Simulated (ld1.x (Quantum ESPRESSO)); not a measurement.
**Varying the TM potential for lead**

Base potential:

```json
{"Element": "lead (Pb)", "Generator": "ld1.x (Quantum ESPRESSO) 7.5", "Type": "norm-conserving Troullier–Martins (Kleinman–Bylander form)", "Functional": "PBE", "Relativity": "scalar-relativistic", "Frozen core": "[Xe] 4f14 5d10", "Valence charge": "4", "Reference configuration": "6s2 6p1.5 (charge +0.5)", "Partial waves": "6p (bound): rc 2.50 bohr; 6s (bound): rc 1.60 bohr", "Local potential": "the s channel", "Core correction": "none"}
```

All-electron outer shells of the reference configuration (PBE, scalar-relativistic, ld1.x):

```csv
shell,level (eV),outermost node (bohr),outermost maximum (bohr)
5d,-24.81,0.52,1.07
6s,-15.47,1.01,1.95
6p,-6.53,1.18,2.57
```

Cutoffs, loose and tight: the cutoffs (Ry, on a coarse ladder) from which the occupation-weighted sum of valence levels, in a spherical-Bessel basis at the reference potential, stays within 10 and 1 mRy of its value at 400 Ry. They do not see the model core or the augmentation charge, which bear on the density cutoff. Test errors are all-electron minus pseudo excitation energies from the reference, over the configurations 6s2 6p2; 6s2 6p1; 6s2 6p0; 6s0 6p4; 6s1 6p2; 6s1 6p0; 6s1 6p3. A dash means not determined; rows that change the core or the reference have their own tests.

A true bound ghost makes a file unfit for plane-wave use even where its test errors are small: the radial tests pick states by their node count and pass the ghost by.

```csv
change,outcome,"cutoff, loose","cutoff, tight",bound ghosts,largest test error (meV)
base,generated,45 Ry,100 Ry,none,+200
"all radii scaled by about 0.80 (s 1.28, p 2.02 bohr)",generated,140 Ry,300 Ry,"p, d",+765
"all radii scaled by about 0.90 (s 1.44, p 2.24 bohr)",generated,90 Ry,180 Ry,d,+258
"all radii scaled by about 1.11 (s 1.78, p 2.78 bohr)",generated,25 Ry,50 Ry,none,+186
"all radii scaled by about 1.19 (s 1.90, p 2.98 bohr)",generated,21 Ry,40 Ry,none,+174
"all radii scaled by about 1.25 (s 2.00, p 3.12 bohr)",generated,21 Ry,35 Ry,none,+173
"all radii scaled by about 1.31 (s 2.10, p 3.28 bohr)",generated,21 Ry,35 Ry,none,+180
"all radii scaled by about 1.37 (s 2.18, p 3.42 bohr)",generated,21 Ry,35 Ry,none,+182
```

Task: What comes out with this change to the base: all radii scaled by about 1.04 (s 1.66, p 2.60 bohr)?

Result: outcome: generated; cutoff, loose: 30 Ry; cutoff, tight: 80 Ry; bound ghosts: none; largest test error (meV): +193.

Reading the sweep of the scale of all radii (base = 1) (base included, trends over the rows without a ghost): The loose cutoff falls from 45 Ry at 1 to 21 Ry at 1.37. A larger radius leaves more room for a smooth pseudo-wave, so fewer plane waves are needed; a smaller one forces it to follow the all-electron wave where it bends sharply. The median size of the test errors (rows with all tests solved) stays near 49.1 meV. Bound ghosts are found at 0.8, 0.9.
